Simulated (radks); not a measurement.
Task: Valence configurations of neutral sulfur (all share [Ne]). Calculated with a radial shooting solver on a logarithmic mesh with Libxc functionals: non-relativistic Kohn-Sham, PBEsol, spin-polarised, spherical densities, point nucleus; open shells are filled with parallel spins first. Order these by energy: 3s1 3p5; 3p6; 3s2 3p4; 3s1.5 3p4.5; 3s0.5 3p5.5.

Result: From the lowest, in eV above it: 3s2 3p4 0.000; 3s1.5 3p4.5 4.996; 3s1 3p5 9.992; 3s0.5 3p5.5 15.854; 3p6 21.252. NIST lists [Ne] 3s2 3p4 as the ground configuration; this level of theory agrees among the configurations tried. The energies are those of spherical high-spin densities, not of single terms.
